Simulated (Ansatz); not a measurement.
`[OH][W]([OH])([OH])([F])=[S]`. Charge 0, multiplicity 1. W takes the def2 core potential. The geometry is a stationary point of PBE0-D4/def2-TZVP. It is one conformer, not always the lowest.

```xyz
9

O     1.090    0.404   -1.381
W     0.075    0.238    0.209
O     1.242   -1.084    0.806
O    -1.389   -0.778    0.851
F    -1.281    0.983   -0.902
S     0.483    1.852    1.516
H     0.701    0.887   -2.116
H     1.348   -1.972    0.456
H    -2.271   -0.530    0.560
```

(1) What is the dipole moment at ωB97M-V/def2-TZVPP? (Best estimate.)

(2) And with PBE, r2SCAN, B3LYP? (An estimate is asked.)

(3) Give the Mulliken charges with ωB97M-V, B3LYP, r2SCAN in def2-TZVPP. (Estimate.)

Results:

(1) Ansatz gave: 2.66 D, with components (-0.55, -2.00, -1.67) D in this frame, pointing from negative to positive charge.

(2) The calculation gave: PBE 2.82 D, r2SCAN 2.88 D, B3LYP 2.65 D.

(3) Computed: 
```tsv
atom	ωB97M-V	B3LYP	r2SCAN
O1	-0.37	-0.39	-0.40
W2	0.99	1.05	1.06
O3	-0.32	-0.33	-0.34
O4	-0.37	-0.39	-0.40
F5	-0.36	-0.37	-0.36
S6	-0.16	-0.20	-0.22
H7	0.20	0.21	0.22
H8	0.20	0.20	0.22
H9	0.20	0.21	0.22
```

B3LYP here is the variant with VWN-RPA as its local correlation; programs differ in this.
